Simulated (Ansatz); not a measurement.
Reaction (SMILES): O=BF → B atom + F atom + O atom
B3LYP-D3(BJ)/def2-TZVP geometries, fixed; electronic energies without zero-point terms.
Largest species:
```xyz
3

F      0.0000     0.0000    -1.1989
B      0.0000     0.0000     0.0871
O      0.0000     0.0000     1.2943
```

How fast the atomisation energy converges with the basis for several methods (Ansatz, an electronic-structure program): deviation from each method's own reference, in kcal/mol. References: B3LYP 356.88 kcal/mol, the value in aug-pcseg-3; CCSD(T) 357.02 kcal/mol, Hartree-Fock in aug-cc-pVQZ plus the correlation part extrapolated as X^-3 from aug-cc-pVTZ and aug-cc-pVQZ; HF 256.80 kcal/mol, the value in aug-pcseg-3; MP2 381.14 kcal/mol, Hartree-Fock in aug-cc-pVQZ plus the correlation part extrapolated as X^-3 from aug-cc-pVTZ and aug-cc-pVQZ; PBE 372.90 kcal/mol, the value in aug-pcseg-3; wB97M-V 359.57 kcal/mol, the value in aug-pcseg-3. All functions are spherical. In correlated methods cores are frozen. Open shells are unrestricted. No added dispersion term, no relativity. Functionals ending in -V hold VV10 correlation. 

```
basis              functions   B3LYP  CCSD(T)      HF     MP2     PBE  wB97M-V
-----------------  ---------  ------  -------  ------  ------  ------  -------
STO-3G                    15   19.98        …  -13.21  -61.76   34.82    21.39
pcseg-0                   27  -26.11        …  -38.40  -67.33  -20.49   -28.42
def2-SVPD                 66    1.24        …    2.28  -14.86    1.13     3.68
pcseg-2                   90    0.03        …    0.25   -7.68    0.37     0.00
6-311++G(3df,3pd)        117    1.10        …    1.03   -5.96    1.29     1.49
cc-pVQZ                  165    0.59        …   -1.01   -4.42    1.16     0.44
pcseg-3                  180    0.00        …    0.03   -2.30    0.03     0.01
aug-cc-pVQZ              240   -0.14        …   -1.10   -3.63   -0.03    -0.49
```

Question: Complete the blanks.

Answer: 
- STO-3G, CCSD(T): -40.70
- pcseg-0, CCSD(T): -61.04
- def2-SVPD, CCSD(T): -15.82
- pcseg-2, CCSD(T): -7.68
- 6-311++G(3df,3pd), CCSD(T): -6.37
- cc-pVQZ, CCSD(T): -4.44
- pcseg-3, CCSD(T): -2.79
- aug-cc-pVQZ, CCSD(T): -3.82

Mean absolute deviation over pcseg-2, 6-311++G(3df,3pd): B3LYP 0.57, HF 0.64, wB97M-V 0.74, PBE 0.83, MP2 6.82, CCSD(T) 7.03 kcal/mol.
